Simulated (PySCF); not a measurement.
Rows and methods have been separated. Pair them.

C2H6ClFSi2.
Numbering: `[F:1][Si@@H:2]([Cl:3])[C@@H:4]1[CH2:5][SiH2:6]1` (hydrogens: H7 on Si2; H8 on C4; H9, H10 on C5; H11, H12 on Si6)

Geometry (PBE0-D3(BJ)/def2-SVP, Å), atoms numbered from 1 in this order:
```xyz
12
C2H6ClFSi2 angstrom
F     -1.4281   -2.2573   -0.9537
Si    -1.3493   -0.6512   -0.7563
Cl    -3.2459   -0.0362   -0.2312
C     -0.1318   -0.2274    0.5434
C      0.4608    1.2016    0.5851
Si     1.6873   -0.1071    0.1199
H     -1.0068   -0.0397   -2.0647
H     -0.3570   -0.6730    1.5213
H      0.1189    1.9034   -0.1857
H      0.5149    1.6695    1.5736
H      2.6626   -0.5911    1.1248
H      2.0915   -0.2421   -1.3006
```

The closed-shell ground state was solved 7 times with PySCF (density fitting, gas phase), always with PBE0, in these basis sets: 6-311+G(2d,p), 6-31G, 6-31G*, IGLO-III, STO-3G, def2-SVP and pcSseg-0.

| row | total energy (Eh) | HOMO (eV) | LUMO (eV) | dipole (D) |
| --- | --- | --- | --- | --- |
| P | -1216.7095 | -7.92 | -0.09 | 3.88 |
| Q | -1218.4376 | -7.45 | -0.50 | 3.01 |
| R | -1218.1419 | -7.64 | -0.05 | 3.98 |
| S | -1218.4587 | -7.39 | -0.16 | 2.80 |
| T | -1217.8840 | -7.41 | 0.10 | 2.87 |
| U | -1204.2522 | -5.12 | 4.59 | 3.95 |
| V | -1218.2861 | -7.33 | 0.05 | 3.10 |

Question: Which basis belongs to which row?

Answer: P = pcSseg-0, Q = 6-311+G(2d,p), R = 6-31G, S = IGLO-III, T = def2-SVP, U = STO-3G, V = 6-31G*. From the lowest total energy up: IGLO-III (297 functions) 0 eV; 6-311+G(2d,p) (222 functions) +0.57 eV; 6-31G* (108 functions) +4.70 eV; 6-31G (78 functions) +8.62 eV; def2-SVP (126 functions) +15.64 eV; pcSseg-0 (78 functions) +47.60 eV; STO-3G (48 functions) +386.58 eV.

One conformer stands for the species.
